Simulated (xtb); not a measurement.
C₂H₅O, charge -1, singlet, geometry from GFN2-xTB. Base run: GFN0-xTB (xtb).

The xtb input:
```
$ xtb mol.xyz --gfn 0 --chrg -1 --json

# file mol.xyz
8

C      1.11701280    -0.45538201     0.16584940
C      0.08054857     0.68537464     0.06351505
O     -1.26679294     0.00053142    -0.21741353
H     -1.54067912    -0.29799928     0.65522787
H      0.27418481     1.16455386    -0.94448532
H      2.12245125    -0.01877928     0.23543440
H      0.95379974    -1.03911597     1.08571755
H      1.13921864    -1.19286638    -0.66877288
```

Each row names what was changed in the base input (with any setting that the change needs).

| change | ΔE vs base (kcal/mol) | HOMO-LUMO gap (eV) |
|---|---|---|
| base | 0.000 | 5.19 |
| acc = 0.0001 | 0.000 | 5.19 |
| etemp = 5000 | -0.103 | 5.19 |
